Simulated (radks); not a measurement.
Question: Successive ionisation energies (eV) of one element, from differences of total energies of ions in their ground configurations, starting at charge 66: 16807.0, 17158.3, 17510.4, 17862.3, 19422.0, 19717.0, 79603, 80787. Calculated with a radial shooting solver on a logarithmic mesh with Libxc functionals: Dirac Kohn-Sham, PBE, spin-unpolarised, spherical densities, point nucleus; open shells are shared between the two j in proportion to 2j + 1. Which element is it?

Answer: Tungsten (Z = 74). The first species listed is W66+ in [He] 2s2 2p4, the last W73+ in 1s1.
